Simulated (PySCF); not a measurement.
**C4H9AlClN**

Geometry:
| atom | x (Å) | y (Å) | z (Å) |
| --- | --- | --- | --- |
| C1 | -2.646 | 0.652 | 0.393 |
| C2 | -2.175 | -0.785 | 0.140 |
| C3 | -0.803 | -0.808 | -0.264 |
| N4 | 0.294 | -0.799 | -0.600 |
| Al5 | 2.242 | -0.819 | -0.148 |
| C6 | 2.516 | 1.181 | -0.429 |
| Cl7 | 4.118 | 0.492 | 0.105 |
| H8 | -3.683 | 0.641 | 0.718 |
| H9 | -2.040 | 1.120 | 1.164 |
| H10 | -2.570 | 1.245 | -0.515 |
| H11 | -2.264 | -1.381 | 1.053 |
| H12 | -2.779 | -1.256 | -0.641 |
| H13 | 2.037 | -1.284 | 1.335 |
| H14 | 2.738 | -1.829 | -1.218 |
| H15 | 2.716 | 1.662 | -1.390 |
| H16 | 2.291 | 1.977 | 0.286 |

Level of theory: PySCF 2.14.0, GIAO B3LYP/pcSseg-1 magnetisability, rotational g tensor and spin-rotation constants, non-relativistic, gas phase. Geometry: GFN2-xTB.

The bonding changed while the geometry was optimised; results refer to the coordinates, not to the name.

Question: Give the nuclear spin-rotation constants along the inertial axes (H = +C I·J) beside the isotropic shieldings.

Answer: Rotational constants 5.0132, 0.6084, 0.5637 GHz. A star marks the isotopologue with that one atom substituted, in its own axes.
| atom | isotope | Caa (kHz) | Cbb (kHz) | Ccc (kHz) | mean (kHz) | σ (ppm) |
| --- | --- | --- | --- | --- | --- | --- |
| N4 | 14N | 0.163 | 0.117 | 0.106 | 0.128 | 13.5 |
| Al5 | 27Al | 3.015 | 0.274 | 0.165 | 1.152 | 508.6 |
| Cl7 | 35Cl | 0.470 | 0.082 | 0.049 | 0.201 | 967.0 |
| H8 | 1H | 0.042 | -0.068 | -0.061 | -0.029 | 30.5 |
| H9 | 1H | -0.349 | -0.047 | -0.034 | -0.143 | 30.3 |
| H10 | 1H | -0.569 | -0.054 | -0.004 | -0.209 | 30.4 |
| H11 | 1H | -0.537 | -0.059 | 0.002 | -0.198 | 29.2 |
| H12 | 1H | -0.304 | -0.053 | -0.031 | -0.129 | 29.3 |
| H13 | 1H | -0.330 | -0.046 | 0.012 | -0.121 | 27.9 |
| H14 | 1H | -0.329 | -0.004 | -0.030 | -0.121 | 28.4 |
| H15 | 1H | -0.512 | -0.053 | 0.011 | -0.185 | 29.1 |
| H16 | 1H | -0.531 | 0.006 | -0.043 | -0.190 | 29.2 |
| C1 | 13C* | 0.705 | 0.080 | 0.082 | 0.289 | 168.9 |
| C2 | 13C* | 0.672 | 0.083 | 0.080 | 0.278 | 169.8 |
| C3 | 13C* | 0.358 | 0.279 | 0.246 | 0.294 | 49.4 |
| C6 | 13C* | 0.625 | 0.133 | 0.096 | 0.285 | 149.6 |

For the geometry as given, no vibrational averaging.

Question: How do the rotational constants and the g tensor change when H8, H9, H10, H11, H12, H13, H14, H15, H16 are replaced by deuterium?

Answer: Constants 3.9103, 0.5478, 0.5057 GHz; g -0.0267, -0.0028, -0.0026, against -0.0344, -0.0027, -0.0025 before.
